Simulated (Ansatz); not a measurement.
Cost and result up the ladder for the cluster Sn4O4 (the lowest singlet isomer of a short search) (8 atoms). The state is a singlet with charge 0. Geometry: PBE-D4/def2-SVP.

```csv
atom,x (Å),y (Å),z (Å)
Sn1,-0.9357,0.0008,-1.7896
Sn2,-1.2454,-0.7330,1.4105
Sn3,1.6527,-1.1557,-0.1051
Sn4,0.5286,1.8879,0.4841
O5,-0.4543,-1.6225,-0.4160
O6,0.8041,-0.0007,1.5380
O7,-1.4203,0.9932,0.0903
O8,1.0703,0.6299,-1.2121
```

Ansatz on 4 threads of Arm Neoverse V1 on a shared host. Times are rough, and most runs start from the orbitals of an earlier one. PBE0-D4/def2-TZVPD serves as the yardstick here, not as an exact answer. Differences are given only for rows in sets of like size (and for xTB, whose basis is part of the method), since another set adds its own error. Binding counts from free atoms at the same level (Sn triplet, O triplet; other spins of the atoms weren't run), without zero-point energy or a counterpoise term.

In the def2 sets Sn takes a core potential; there is no spin–orbit coupling. LC-ωPBE has ω = 0.4 bohr⁻¹. Correlated methods freeze 20 core orbitals; core or outer-core shells of Sn are correlated, in sets that lack core-valence functions. The rows differ in basis, and correlated rows in double-zeta sets carry the largest basis error. The structure comes from a short search, and lower isomers may exist.

Correlated methods converge slowly with the basis, most of all in double-zeta sets.

```tsv
level	functions	binding energy per atom (eV)	difference from PBE0-D4/def2-TZVPD (eV)
CCSD(T)/def2-SVP	160	3.63	–
LC-ωPBE/def2-TZVP	324	3.93	-0.02
PBE-D4/def2-SVP	160	4.23	–
MP2/def2-TZVP	324	4.19	0.23
r2SCAN-D4/def2-TZVP	324	4.08	0.13
PBE0-D4/def2-TZVP (with forces)	324	3.94	-0.01
PBE0-D4/def2-TZVPD	384	3.95	0.00
r2SCANh-D4/def2-TZVPD	384	3.98	0.03
RPA@PBE/def2-TZVP	324	3.68	-0.27
r2SCANh-D4/def2-TZVP	324	3.97	0.02
revPBE-D4/def2-TZVP	324	4.04	0.08
PBE-D4/def2-TZVP	324	4.23	0.28
PBE0-D4/def2-SVP	160	3.92	–
PBE-D4/def2-TZVPD	384	4.23	0.28
```

(1) Estimate how long each takes.

## Answers

(1) PBE-D4/def2-SVP 3 s; PBE0-D4/def2-SVP 5 s; PBE-D4/def2-TZVP 7 s; revPBE-D4/def2-TZVP 7 s; LC-ωPBE/def2-TZVP 11 s; PBE-D4/def2-TZVPD 12 s; r2SCAN-D4/def2-TZVP 18 s; MP2/def2-TZVP 22 s; PBE0-D4/def2-TZVPD 23 s; r2SCANh-D4/def2-TZVP 25 s; PBE0-D4/def2-TZVP (with forces) 27 s; RPA@PBE/def2-TZVP 31 s; r2SCANh-D4/def2-TZVPD 37 s; CCSD(T)/def2-SVP 2.5 min. On shared hardware such times vary by a factor of up to 3.
